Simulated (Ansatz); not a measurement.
Reaction (cleavage of the Si–Si bond): `C[Si](N)([SiH3])Cl` + `N[SiH2]S` → `N[SiH2]S[SiH3]` + `C[SiH](N)Cl`

Program: Ansatz. Geometries: PBE0-D4/def2-TZVP. ΔE: electronic, gas phase. CCSD(T)/CBS adds triple-zeta CCSD(T) − MP2 to the extrapolated MP2 energy (def2 sets, frozen cores). DFT in def2-TZVPP. B3LYP here is the variant with VWN-RPA as its local correlation; programs differ in this. One conformer a species, not always the lowest.

**Question.** Is it downhill or uphill in electronic energy at CCSD(T)/CBS, and by how much? (Estimate.)

**Answer.** Computed: Downhill: ΔE = -68.1 kJ/mol.

**Question.** What do these levels give: PBE-D4, PBE0-D4, B3LYP-D4, ωB97X-V, ωB97M-V, B3LYP, CCSD(T)/def2-TZVPP, HF/def2-QZVPP, SCS-MP2/def2-QZVPP, HF/CBS(def2), MP2/CBS(def2), CCSD/CBS(def2)? (Best estimate.)

**Answer.** Ansatz gave: PBE-D4 -55.3, PBE0-D4 -60.4, B3LYP-D4 -62.3, ωB97X-V -64.7, ωB97M-V -70.2, B3LYP -63.7, CCSD(T)/def2-TZVPP -66.1, HF/def2-QZVPP -76.6, SCS-MP2/def2-QZVPP -75.7, HF/CBS(def2) -76.7, MP2/CBS(def2) -77.6, CCSD/CBS(def2) -68.4 kJ/mol.

Largest T1 diagnostic among the species: 0.011.

From PBE to PBE0 (25 % exact exchange), in def2-TZVPP and without D4, ΔE moves by −5.2 kJ/mol.
